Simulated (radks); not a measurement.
Removal energies from the arsenic ion As13+, [Ar] 3d2, by Delta-SCF beside the eigenvalue of the level emptied. All-electron calculation, scalar-relativistic Kohn-Sham, PBE, spin-polarised, spherical densities, finite nucleus; Fermi nuclear charge, rms radius of each element as measured or else 0.836 A^(1/3) + 0.57 fm. Program: a radial shooting solver on a logarithmic mesh with Libxc functionals. Open shells are filled with parallel spins first.

removed from       final configuration  Delta-SCF (eV)  -eigenvalue (eV)
3d                            [Ar] 3d1          417.75            396.61
3p                    [Ne] 3s2 3p5 3d2          501.47            482.19
3s                    [Ne] 3s1 3p6 3d2          559.39            540.26
2p            [He] 2s2 2p5 3s2 3p6 3d2          1765.6            1713.5
